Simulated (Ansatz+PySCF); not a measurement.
Results of a calculation; reference values are marked as such.
Input for PySCF 2.14.0:

```python
from pyscf import gto, dft

mol = gto.M(atom="""
Cr 0.000000 0.000000 0.000000
O 0.000000 0.000000 1.615000
""", basis='def2-svp', charge=0, spin=4)
mf = dft.UKS(mol, xc='wb97x')
mf.init_guess = 'atom'
mf.kernel()
while True:  # follow internal instabilities
    mo, _, stable, _ = mf.stability(return_status=True)
    if stable: break
    mf.kernel(mf.make_rdm1(mo, mf.mo_occ))
print(mf.converged, mf.e_tot, mf.spin_square()[0])
```

The script is written out from the run's settings.

Results

```json
{
 "Converged": "yes",
 "Total energy": "-1119.39449 hartree",
 "Spin squared of the determinant": "6.176"
}
```

Caution: another spin multiplicity may lie lower; the unrestricted determinant is spin contaminated.
